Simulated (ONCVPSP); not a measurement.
Logarithmic derivatives: V (Z = 23), ONCV

```
Element                 : V (Z = 23)
Generator               : ONCVPSP 4.0.1
Type                    : optimised norm-conserving Vanderbilt (ONCV)
Functional              : PW91
Relativity              : scalar-relativistic
Frozen core             : [Ne]
Valence charge          : 13
Reference configuration : 3s2 3p6 3d3 4s1 (charge +1)
Partial waves           : 3s+4s: rc 1.30 bohr, ncon 4, nbas 8, qcut 9.5 1/bohr, 3 projectors, debl 3.5 Ha; 3p: rc 1.30 bohr, ncon 4, nbas 8, qcut 10.1 1/bohr, 1 projector; 3d: rc 1.10 bohr, ncon 4, nbas 8, qcut 9 1/bohr, 1 projector
Local potential         : polynomial inside 0.85 bohr (lpopt 5, dvloc0 4 Ha)
Core correction         : Teter function, fcfact 1.5, rcfact 1.2
```

The phase is arctan(r·R′/R) of the radial function R(r), unwrapped; energies in Ha, scanned from -4 to 5 Ha. A pole is an energy at which the radial function vanishes at the test radius. The pseudo phase is shifted by a multiple of π to meet the all-electron one at the reference energy, and phase errors are pseudo minus all-electron; the curves can meet again beyond the range given. Levels narrower than the energy grid can be missing from the lists of poles.

| channel | radius (bohr) | reference energy (Ha) | poles, all-electron | poles, pseudo | unbroken range about the reference energy with phases within 0.05 rad | phase error 1 Ha above the reference energy (rad) |
| --- | --- | --- | --- | --- | --- | --- |
| s | 1.32 | -0.40 | -1.55 | -1.55 | the whole range | +0.000 |
| p | 1.32 | -1.90 | -0.44 | -0.46 | below 2.3 | -0.001 |
| d | 1.12 | -0.47 | 2.19 | 2.35 | below 3.9 | +0.003 |

Phases in the s channel:

```tsv
E (Ha)	all-electron	pseudo
-3.98	-0.096	-0.096
-3.74	-0.468	-0.468
-3.50	-0.782	-0.782
-3.26	-1.011	-1.011
-3.02	-1.170	-1.170
-2.78	-1.284	-1.284
-2.54	-1.369	-1.369
-2.30	-1.434	-1.434
-2.06	-1.486	-1.486
-1.82	-1.530	-1.530
-1.58	-1.567	-1.567
-1.34	-1.599	-1.599
-1.10	-1.629	-1.629
-0.86	-1.656	-1.656
-0.62	-1.682	-1.682
-0.38	-1.708	-1.708
-0.14	-1.733	-1.733
0.10	-1.759	-1.759
0.34	-1.785	-1.785
0.58	-1.813	-1.813
0.82	-1.843	-1.843
1.06	-1.877	-1.877
1.30	-1.914	-1.914
1.54	-1.957	-1.957
1.78	-2.006	-2.006
2.02	-2.065	-2.065
2.26	-2.137	-2.137
2.50	-2.227	-2.227
2.74	-2.340	-2.339
2.98	-2.484	-2.484
3.22	-2.667	-2.667
3.46	-2.891	-2.891
3.70	-3.145	-3.145
3.94	-3.400	-3.400
4.18	-3.629	-3.629
4.42	-3.816	-3.816
4.66	-3.964	-3.964
4.90	-4.079	-4.079
```
